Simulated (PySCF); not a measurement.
A structure optimised at PBE-D3(BJ)/def2-SVP, used in a PySCF frequency run:

```xyz
8

Te     0.5011    -0.0741     0.7523
O      1.7103    -0.8418    -0.6956
C      1.2474    -2.0101    -1.3481
H      0.3280    -1.8230    -1.9519
H      2.0538    -2.3231    -2.0459
H      1.0378    -2.8540    -0.6494
Se    -1.4222     0.8818    -0.5955
H     -2.2907    -0.3317    -0.5715
```
Charge 0, spin multiplicity 1.

Problem. Write its SMILES and formula.

Solution. CO[Te][SeH], CH4OSeTe

Problem. What are its rotational constants (standard atomic weights)?

Solution. 3.3578, 1.2513, 0.94897 GHz
